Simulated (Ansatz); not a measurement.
Ansatz (a program for electronic structure) input:

Ansatz 0.2 input:
```yaml
crystal:
  periodic: [false, false, false]
  atoms:
    - {symbol: C, position_ang: [2.44768406, -0.67117200, 0.12171591]}
    - {symbol: C, position_ang: [1.06894206, -0.15489740, -0.04425714]}
    - {symbol: C, position_ang: [0.66875062, 1.01803227, -0.80872196]}
    - {symbol: C, position_ang: [-0.68166516, 1.10291161, -0.67569734]}
    - {symbol: C, position_ang: [-1.06795563, -0.02058435, 0.16624100]}
    - {symbol: N, position_ang: [0.00450233, -0.74983095, 0.52415237]}
    - {symbol: C, position_ang: [-2.44132115, -0.36387736, 0.60331431]}
    - {symbol: H, position_ang: [2.89402549, -0.90834528, -0.84915893]}
    - {symbol: H, position_ang: [2.44475759, -1.56559366, 0.74099482]}
    - {symbol: H, position_ang: [3.09216374, 0.08287947, 0.58467267]}
    - {symbol: H, position_ang: [1.32755804, 1.67092518, -1.36000922]}
    - {symbol: H, position_ang: [-1.34890305, 1.83915207, -1.09636062]}
    - {symbol: H, position_ang: [-2.42903290, -1.25925533, 1.22109447]}
    - {symbol: H, position_ang: [-3.09374930, -0.53198833, -0.25932467]}
    - {symbol: H, position_ang: [-2.88494462, 0.45856599, 1.17345622]}
basis:
  gaussian:
    orbitals: STO-3G
magnetization: {spin_polarized: true, initial_magnetization: 1}
correlation: {method: ccsd_t, electrons: outside_noble_gas}
```

Task: What final total energy does it print?

Result: -283.24639 Eh (CCSD(T)/STO-3G). The basis has 43 functions.

It need not be the lowest isomer of its formula.

The determinant is spin-contaminated: <S^2> is 0.99 against 0.75 for a pure state.
